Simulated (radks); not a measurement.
Results of a calculation; reference values are marked as such.
Task: The tantalum ion Ta+, 72 electrons, occupied as [Xe] 4f14 5d3 6s0.5 7s0.5 (fractional occupations, a model configuration). Level of theory: Dirac Kohn-Sham, LDA (Slater exchange, Perdew-Zunger correlation), spin-unpolarised, spherical densities, finite nucleus; open shells fill j = l - 1/2 first; Fermi nuclear charge, rms radius 5.3507 fm (a radial shooting solver on a logarithmic mesh with Libxc functionals). Some entries of the table are withheld. Estimate them.

orbital  occ.  eigenvalue (hartree)  <1/r> (bohr^-1)  <r> (bohr)
1s1/2       2             -2469.771            85.33     0.01868
2s1/2       2             -424.3942            20.73     0.07840
2p1/2       2             -405.8333            20.71         (1)
2p3/2       4             -359.2083            17.49         (2)
3s1/2       2             -97.44832            7.604      0.2045
3p1/2       2             -89.15859            7.525      0.1944
3p3/2       4             -79.12412            6.694      0.2090
3d3/2       4             -65.04016            6.590      0.1830
3d5/2       6             -62.85239            6.392      0.1875
4s1/2       2             -20.10048            3.196      0.4590
4p1/2       2             -16.68025              (3)      0.4645
4p3/2       4             -14.36105              (4)      0.4979
4d3/2       4              -8.72129              (5)      0.5166
4d5/2       6              -8.29515              (6)      0.5282
5s1/2       2              -3.00862            1.224       1.101
5p1/2       2              -2.01465            1.091       1.220
5p3/2       4              -1.69057           0.9879       1.328
4f5/2       6              -1.27983            2.019         (7)
4f7/2       8              -1.20686            1.988         (8)
6s1/2     0.5              -0.48477              (9)       3.000
5d3/2       3              -0.46736           0.6441       2.026
5d5/2       0              -0.44315           0.6211       2.097
7s1/2     0.5              -0.15963           0.1772       7.120

Result: 
(1) 2p1/2 <r> (bohr): 0.06489
(2) 2p3/2 <r> (bohr): 0.07273
(3) 4p1/2 <1/r> (bohr^-1): 3.087
(4) 4p3/2 <1/r> (bohr^-1): 2.796
(5) 4d3/2 <1/r> (bohr^-1): 2.579
(6) 4d5/2 <1/r> (bohr^-1): 2.509
(7) 4f5/2 <r> (bohr): 0.6340
(8) 4f7/2 <r> (bohr): 0.6450
(9) 6s1/2 <1/r> (bohr^-1): 0.4231
